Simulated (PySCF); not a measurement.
Compound: C2H9GeNSi.
SMILES with atom numbers: `[CH3:1][Si@@H:2]1[NH:3][CH2:4][GeH2:5]1` (hydrogens: H6, H7, H8 on C1; H9 on Si2; H10 on N3; H11, H12 on C4; H13, H14 on Ge5)

Computed by this run: PBE0-D3(BJ)/def2-SVP geometry optimisation, gas phase in PySCF; density fitting, grid level 1; the optimiser is geomeTRIC in internal coordinates, started from a GFN2-xTB structure with every atom displaced at random (about 0.01 Å).

Step 0: E = -68079.7365 eV
```
atom  x, y, z in Å  |  force x, y, z in eV/Å
C1      2.3243    0.3441   -0.1477   -1.681   1.921  -0.144
Si2     0.5787    0.3065    0.6385    1.107   0.533  -0.461
N3     -0.2807   -1.1583    0.3788    1.603  -0.780   0.781
C4     -1.5835   -0.9018   -0.0961   -2.011  -0.486   0.578
Ge5    -1.3447    1.0327   -0.5247   -0.877  -0.124  -0.002
H6      2.9894   -0.2729    0.3769    1.328  -1.256   1.013
H7      2.2937    0.0557   -1.1909   -0.114  -0.296  -0.527
H8      2.7185    1.3828   -0.1138   -0.083  -0.275   0.086
H9      0.6503    0.8186    2.0471    0.105  -0.006   0.047
H10    -0.0766   -2.0712    0.7818   -0.036   0.110  -0.106
H11    -2.3688   -1.0912    0.7017    0.325   0.404  -0.585
H12    -1.8525   -1.5749   -0.9144   -0.203  -0.009  -0.558
H13    -1.5484    1.2661   -2.0150    0.394   0.090  -0.416
H14    -2.5071    1.8487    0.0699    0.144   0.174   0.294
```

**Question.** Estimate the geometry and energy of step 1. (The exact step hangs on the optimiser's Hessian estimate; all steps are aligned on step 0, rigid shifts and turns removed.)

**Answer.** E = -68079.9960 eV, largest force 0.503 eV/Å
```
atom  x, y, z in Å  |  force x, y, z in eV/Å
C1      2.2891    0.4088   -0.1631    0.142  -0.363   0.076
Si2     0.5677    0.3236    0.5909    0.218  -0.088   0.285
N3     -0.2912   -1.1913    0.4327   -0.413   0.119  -0.215
C4     -1.6594   -0.9819   -0.0751    0.499   0.059   0.019
Ge5    -1.4165    0.9600   -0.5213   -0.094   0.253  -0.154
H6      3.0062   -0.2316    0.4014   -0.305   0.204  -0.191
H7      2.2778    0.0731   -1.2109    0.036   0.001  -0.011
H8      2.6789    1.4363   -0.1287   -0.021   0.089   0.017
H9      0.7363    0.7904    2.0136   -0.056   0.056  -0.018
H10    -0.0698   -2.0986    0.8230    0.030  -0.099   0.041
H11    -2.4492   -1.1227    0.6819   -0.033  -0.004   0.085
H12    -1.9058   -1.6191   -0.9422    0.020   0.016  -0.033
H13    -1.3456    1.2996   -2.0312   -0.038  -0.133   0.098
H14    -2.4255    1.9384    0.1214    0.014  -0.110   0.001
```

The energy changes by -0.2596 eV. The first-order estimate −F·Δx gives -0.6528 eV and the mean of the old and new forces, exact on a quadratic surface, -0.2601 eV. The step makes an angle of 68° with the force vector and moves no atom by more than 0.206 Å.

The cost below is that of the whole optimisation. Hardware: an Arm Neoverse V2 with one thread (shared host). Cost: 76 s wall, 0.53 GiB resident at most.
